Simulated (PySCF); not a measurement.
CsBr, SMILES [Cs][Br].

Geometry optimised at PBE-D3(BJ)/def2-TZVPD. The def2 effective core potentials stand for the cores of Cs; spin–orbit coupling is left out.

Level of theory: PBE-D3(BJ)/def2-TZVPD run with PySCF.

Frequencies are harmonic and unscaled.

Computed harmonic wavenumbers and intensities:
| mode | ν (cm⁻¹) | IR (km/mol) | moving atoms (share of kinetic energy) |
|---|---|---|---|
| 1 | 143 | 28.9 | Br 62 %, Cs 38 % |
